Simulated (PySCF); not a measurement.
BBrH2O2.

```xyz
6

B     -0.0048     0.9579     0.0000
Br    -0.0175    -0.9793     0.0000
O     -1.1905     1.5920     0.0000
H     -1.0807     2.5504     0.0000
O      1.1627     1.6411     0.0000
H      1.9387     1.0724     0.0000
```
Charge 0, spin multiplicity 1.

Geometry optimised at PBE0-D3(BJ)/def2-SVP. One conformer was computed; it need not be the lowest.

The numbers are results of B3LYP/pcSseg-1 in PySCF, not measurements. Non-relativistic, no solvent.

**Question.** Give the absolute GIAO shielding of each atom: isotropic value and principal components (ppm). (An estimate is asked for; the answer gives what the named calculation found.)

**Answer.** 
```
atom  σ(iso)     σ11     σ22     σ33   span
----  ------  ------  ------  ------  -----
B1      68.9    59.9    70.5    76.4   16.6
Br2   2535.4  2234.2  2427.9  2944.0  709.8
O3     209.5   112.9   256.9   258.8  145.9
H4      27.3    21.1    22.6    38.2   17.1
O5     185.8    83.8   211.8   261.9  178.2
H6      27.3    20.6    26.1    35.1   14.5
```
